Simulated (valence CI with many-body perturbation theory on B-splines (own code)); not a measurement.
Values are calculated unless marked as measured or tabulated.
## Nb²⁷⁺: magnetic and hyperfine properties of the levels

Level of theory: valence CI with perturbative core correlation (CI+MBPT): four valence electrons over a frozen Dirac-Fock core [Ne], a basis of 11 s, 11 p, 10 d, 8 f, 5 g, 2 h functions for each j, with the one-electron correlation potential Σ1 (screened to all orders), the two-electron term Σ2, the three-electron term Σ3, Breit, model QED; selected single and double excitations, second order for the rest, scaled by the run's own slope (own B-spline code, finite nucleus).

The last digits are not significant, and no measured levels were compared; by estimate large intervals hold to a few tenths of a per cent, small ones and those within an open d or f shell to about a per cent. Among the levels kept, up to 710 cm⁻¹ of a level comes from second order outside the variational space, and about a tenth of that is noise between levels of different J, which matters for small intervals.

A/g_I is the dipole constant over the nuclear g factor μ/I (μ in nuclear magnetons, uniformly magnetised nucleus), B/Q the quadrupole constant per barn. Both hold the static response of the core; the bare values leave it out. Large factors of s and p1/2 electrons are usually good to 5 to 10 %; those of open d and f shells near neutrality can be off by tens of per cent, and small factors of p3/2, d and f electrons come from cancelling terms and can be off by a factor of two or in sign, in half-filled shells by more. B is blank for J = 1/2, where it vanishes, and for nearly pure S terms. Energies count from the lowest level. Levels with J = 0 are left out.

Names give the largest LS component (configuration and term), which can be under half, so a name can repeat, a term be missing and a line seem to break the LS rules; names also repeat where a configuration has a term twice. Letters in brackets count levels of one name in rising energy.

```csv
Level,E (eV),g,A/g_I (MHz),A/g_I bare,B/Q (MHz/b),B/Q bare
3s2.3p2 3P_1,17.58,1.498,-3950,-2920,24400,23800
3s2.3p2 1D_2,21.78,1.246,55200,54000,23400,22800
3s2.3p2 3P_2,42.59,1.249,29400,29000,25300,24600
3s.3p3 5S°_2,81.24,1.837,128000,126000,16200,15800
3s.3p3 3D°_1,95.97,0.794,-63400,-60700,38800,37900
3s.3p3 3D°_2,100.80,1.359,88700,86300,45100,44000
3s.3p3 3D°_3,106.75,1.328,112000,109000,-6600,-6360
3s2.3p.3d 1D°_2,114.77,1.020,29500,29300,-26900,-25900
3s.3p3 3P°_1,118.22,1.301,117000,114000,-41400,-40400
3s2.3p.3d 3F°_2,125.08,0.924,45200,44200,6730,6920
3s.3p3 3S°_1,130.71,1.529,16900,18100,3190,3140
3s2.3p.3d 3F°_3,131.88,1.097,30300,30000,25900,26000
3s.3p3 3P°_2,132.96,1.205,74600,72600,-29700,-28700
3s2.3p.3d 3D°_1,139.38,0.849,-23300,-21500,10100,10100
3s2.3p.3d 3P°_2 [a],139.97,1.299,19400,19600,16200,16200
3s2.3p.3d 3F°_4,147.32,1.247,13300,13700,59300,58600
3s.3p3 1P°_1,151.18,1.235,-15400,-13600,-7400,-7280
3s2.3p.3d 3D°_2,154.70,1.058,10100,10600,-9460,-9120
3s2.3p.3d 3D°_3,156.11,1.252,25300,25400,2420,2680
3s2.3p.3d 3P°_1,159.48,1.301,-22800,-20600,-20100,-19700
3s2.3p.3d 3P°_2 [b],161.97,1.277,46500,45700,-34100,-33300
3s2.3p.3d 1F°_3,168.10,1.061,17500,17500,39000,38800
3s2.3p.3d 1P°_1,174.00,0.970,-5540,-4740,6480,6560
3p4 3P_2 [a],183.62,1.310,67400,66300,2370,2590
3s.3p2.3d 5F_1,183.80,0.214,-85700,-82600,2030,2260
3s.3p2.3d 5F_2,187.86,1.168,15600,16100,6000,6090
3s.3p2.3d 5F_3 [a],191.51,1.350,60100,59100,20700,20900
3s.3p2.3d 5D_1,198.17,1.335,70300,69100,-21400,-21000
3s.3p2.3d 5D_2,199.53,1.160,49700,48900,-27400,-26800
3s.3p2.3d 5F_3 [b],200.73,1.286,74700,73100,-22600,-21900
3s.3p2.3d 5F_4,201.02,1.362,55900,55000,29300,29300
3s.3p2.3d 3F_2 [a],204.37,0.908,10400,10600,-16400,-15700
3p4 3P_1 [a],204.81,1.480,-2310,-494,-17500,-17200
3s.3p2.3d 5D_4,204.97,1.360,77800,76300,18100,17900
```

Take the isotope of mass number 93, with I = 9/2, μ = 6.163 μN, leaving out the quadrupole term. What is the hyperfine structure of 3s.3p3 5S°_2?

From the table A = 176000 MHz. Shifts from the centre of gravity in MHz: F = 5/2: -1940000, F = 7/2: -1320000, F = 9/2: -528000, F = 11/2: 440000, F = 13/2: 1580000.
